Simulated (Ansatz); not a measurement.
Basis-set extrapolation for C$_{3}$H$_{9}$AlO, SMILES `CC(C)=[O+][AlH3-]` (PBE0-D4/def2-TZVP geometry, frozen core, the Gaussian-basis code of Ansatz). Multiplicity 1, RHF reference.

|  | def2-TZVPP | def2-QZVPP |
| --- | --- | --- |
| HF | -435.716847 | -435.733573 |
| MP2 correlation | -0.837029 | -0.894718 |
| CCSD(T) correlation | -0.924560 | not run |

Energies in hartree. Use E(X) = E(∞) + A·exp(−7.88·√X) for Hartree–Fock and E(X) = E(∞) + B·X^(−2.97) for correlation, with X = 3 and 4, and add CCSD(T) minus MP2 of the smaller set to the MP2 limit.

Question: What is the CCSD(T) energy at the basis-set limit?

Answer: HF limit: -435.733573 + (-0.016726) × 0.13774 = -435.73588. MP2 limit: -0.894718 + (-0.057689) × 0.74074 = -0.93745. Higher-order term: -0.924560 − (-0.837029) = -0.08753. Total: -436.76086 hartree, 3.25 eV below CCSD(T)/def2-TZVPP.
